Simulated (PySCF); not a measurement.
Compound: norbornane, C7H12.
SMILES with atom numbers: `[CH2:1]1[CH2:2][C@@H:3]2[CH2:4][CH2:5][C@H:6]1[CH2:7]2`

NICS is the negative of the GIAO shielding at a point without a nucleus: at the ring centre (0) and 1 Å above and below it (1); zz is the component along the ring normal. Level: GIAO PBE0/pcSseg-1 (PySCF, non-relativistic, gas phase) on the GFN2-xTB geometry, one conformer.

Ring bond lengths (Å), with Mayer bond orders in brackets: C1–C2 1.542 (1.02), C2–C3 1.532 (1.00), C3–C7 1.528 (0.96), C7–C6 1.528 (0.96), C6–C1 1.533 (1.00); C3–C4 1.533 (1.00), C4–C5 1.542 (1.02), C5–C6 1.533 (1.00), C6–C7 1.528 (0.96), C7–C3 1.528 (0.96).

Q: What do the NICS probes read (ppm)?

A: 
```
          ring                                            type  NICS(0)  NICS(1), two faces  NICS(1)zz, two faces  rms pucker (Å)  centre to ring atoms, mean (Å)
C1–C2–C3–C7–C6  5-membered carbocycle; formal bonds all single     -9.1         -8.9 / -4.7          -11.4 / -5.9            0.26                            1.26
C3–C4–C5–C6–C7  5-membered carbocycle; formal bonds all single     -9.1         -4.7 / -8.9          -5.9 / -11.4            0.26                            1.26
```

Q: What do they say, and how far can they be read as aromaticity?

A: 
- C1–C2–C3–C7–C6: mean NICS(1)zz -8.6 ppm, shielded. C1, C2, C3, C6, C7 have four or more neighbours; no verdict on aromaticity is drawn. The two faces differ by 5.5 ppm, so no symmetry operation interchanges them.
- C3–C4–C5–C6–C7: mean NICS(1)zz -8.6 ppm, shielded. C3, C4, C5, C6, C7 have four or more neighbours; no verdict on aromaticity is drawn. The two faces differ by 5.5 ppm, so no symmetry operation interchanges them.

Q: Give the inner angles of the rings and the Hirshfeld charges of the ring atoms.

A: 
- C1–C2–C3–C7–C6: C1 103.1° (-0.072 e), C2 103.1° (-0.072 e), C3 101.7° (-0.028 e), C7 94.0° (-0.077 e), C6 101.7° (-0.028 e); sum 503.6° against 540° for a flat convex ring.
- C3–C4–C5–C6–C7: C3 101.7° (-0.028 e), C4 103.1° (-0.072 e), C5 103.1° (-0.072 e), C6 101.7° (-0.028 e), C7 94.0° (-0.077 e); sum 503.6° against 540° for a flat convex ring.
